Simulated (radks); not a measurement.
Results of a calculation; reference values are marked as such.
Rh XL, configuration [He] 2s2 2p1 4s1 (not the ground configuration). Code: a radial shooting solver on a logarithmic mesh with Libxc functionals. Model: scalar-relativistic Kohn-Sham, PBE, spin-polarised, spherical densities, finite nucleus; open shells are filled with parallel spins first (spin-orbit coupling, left out, can overturn this in heavy ions); Fermi nuclear charge, rms radius 4.4945 fm.

Normalised radial functions P(r) = r R(r), r in bohr:

```
   r/bohr * 1s up (the largest magnitude, 4.95, reaches the edge; | marks zero)
 0.003585 |                      *
 0.004521 |                          *
 0.005701 |                               *
 0.007247 |                                    *
  0.00914 |                                          *
  0.01153 |                                               *
  0.01454 |                                                   *
  0.01833 |                                                      *
   0.0233 |                                                      *
  0.02939 |                                                   *
  0.03706 |                                             *
  0.04674 |                                    *
  0.05942 |                          *
  0.07494 |                *
   0.0945 |        *
   0.1192 |   *
   0.1503 |*
   0.1911 *
    0.241 *
   0.3039 *
   0.3832 *
   0.4833 *
   0.6144 *
   0.7748 *
   0.9771 *
    1.232 *
    1.554 *
```

1s up: eigenvalue -26405 eV, 0 radial nodes, <r> = 0.0325 bohr, 90 % of the charge inside 0.0582 bohr.
